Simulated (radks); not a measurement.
Results of a calculation; reference values are marked as such.
Problem. The mean radii <r> (bohr) of the occupied orbitals of an atom or ion are listed with their occupations. Level of theory: scalar-relativistic Kohn-Sham, r2SCAN, spin-polarised, spherical densities, finite nucleus; meta-GGA in the generalised Kohn-Sham scheme; Fermi nuclear charge, rms radius of each element as measured or else 0.836 A^(1/3) + 0.57 fm (a radial shooting solver on a logarithmic mesh with Libxc functionals).

orbital  occ.      <r>
1s up       1  0.02001
1s down     1  0.02001
2s up       1  0.08486
2s down     1  0.08486
2p up       3  0.07542
2p down     3  0.07542
3s up       1   0.2207
3s down     1   0.2206
3p up       3   0.2201
3p down     3   0.2201
3d up       5   0.2000
3d down     5   0.1999
4s up       1   0.4976
4s down     1   0.4977
4p up       3   0.5277
4p down     3   0.5278
4d up       5   0.5701
4d down     5   0.5706
5s up       1    1.209
5s down     1    1.217
5p up       3    1.416
5p down     3    1.428
4f up       7   0.7467
4f down     5   0.7603
6s up       1    3.653
6s down     1    3.544
6p up       1    4.767

Name the element and its charge. Open shells, if any, are filled with parallel spins first.

Solution. Z = 69, thulium, charge 0: Tm in [Xe] 4f12 6s2 6p1. The 1s radius gives Z: for a bare nucleus <r> = (2 gamma + 1)/(2Z) with gamma = sqrt(1 - (Z/c)^2), 0.01977 bohr for Z = 69, and screening makes it slightly larger (0.02001 here). The occupations add up to 69, and the charge is Z minus that.
